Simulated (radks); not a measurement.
S III, configuration [Ne] 3s2 3p2.

All-electron calculation, scalar-relativistic Kohn-Sham, PBE, spin-polarised, spherical densities, finite nucleus; open shells are filled with parallel spins first; Fermi nuclear charge, rms radius 3.2611 fm. Program: a radial shooting solver on a logarithmic mesh with Libxc functionals.

Energy parts (eV):
total: -10825.833
kinetic: 10868.720
electron-nucleus: -25474.337
Hartree: 4455.273
exchange-correlation: -675.489

Orbitals (lengths in bohr, moments of r in powers of bohr; r(max) is where P^2 peaks; r(90%) holds 90 % of the orbital's charge):
| orbital | occ. | eigenvalue (eV) | <r^4> | r(90%) | <r^2> | r(max) |
|---|---|---|---|---|---|---|
| 1s up | 1 | -2432.344 | 0.0004125 | 0.173 | 0.01263 | 0.06330 |
| 1s down | 1 | -2432.003 | 0.0004123 | 0.173 | 0.01263 | 0.06329 |
| 2s up | 1 | -237.4071 | 0.1350 | 0.750 | 0.2726 | 0.3880 |
| 2s down | 1 | -237.0643 | 0.1343 | 0.749 | 0.2722 | 0.3881 |
| 2p up | 3 | -182.3423 | 0.1287 | 0.736 | 0.2440 | 0.3254 |
| 2p down | 3 | -181.8705 | 0.1277 | 0.735 | 0.2437 | 0.3257 |
| 3s up | 1 | -40.4746 | 12.74 | 2.34 | 2.837 | 1.370 |
| 3s down | 1 | -37.7244 | 13.28 | 2.37 | 2.873 | 1.362 |
| 3p up | 2 | -29.0063 | 21.23 | 2.66 | 3.574 | 1.493 |
| 3p down | 0 | -26.3545 | 23.36 | 2.73 | 3.709 | 1.492 |

The highest occupied level is 3p up at -29.006 eV. Spin moment in Bohr magnetons: 2.
